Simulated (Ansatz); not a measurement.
One change: `FBOCS` becomes `[AlH2][CH2]OCS`.

Ansatz, PBE0-D4/def2-TZVP geometries, multiplicity 1. Each molecule was computed in one conformer, which needn't be the lowest.

```csv
property,`FBOCS`
size of the dipole moment (ωB97M-V/def2-TZVPP) / D,1.90
HOMO–LUMO gap (PBE0/def2-TZVPP) / eV,7.46
HOMO–LUMO gap (B3LYP/def2-TZVPP) / eV,6.94
size of the dipole moment (PBE/def2-TZVPP) / D,1.82
HOMO–LUMO gap (ωB97M-V/def2-TZVPP) / eV,11.62
LUMO energy (PBE0/def2-TZVPP) / eV,-0.06
```

**Question.** Give the same properties after the change, and the shifts. (Estimate.)

**Answer.** The calculation gave: 
```tsv
property	`[AlH2][CH2]OCS`	shift
size of the dipole moment (ωB97M-V/def2-TZVPP) / D	0.65	-1.25
HOMO–LUMO gap (PBE0/def2-TZVPP) / eV	5.73	-1.73
HOMO–LUMO gap (B3LYP/def2-TZVPP) / eV	5.25	-1.69
size of the dipole moment (PBE/def2-TZVPP) / D	0.67	-1.15
HOMO–LUMO gap (ωB97M-V/def2-TZVPP) / eV	9.55	-2.07
LUMO energy (PBE0/def2-TZVPP) / eV	-1.43	-1.37
```

With PBE0 the HOMO rises by 0.36 eV and the LUMO falls by 1.37 eV, so the gap narrows by about 1.73 eV. PBE moves the HOMO by 0.34 eV and ωB97M-V by 0.36 eV. Dipoles are sizes alone; their direction can turn.

B3LYP here is the variant with VWN-RPA as its local correlation; programs differ in this.
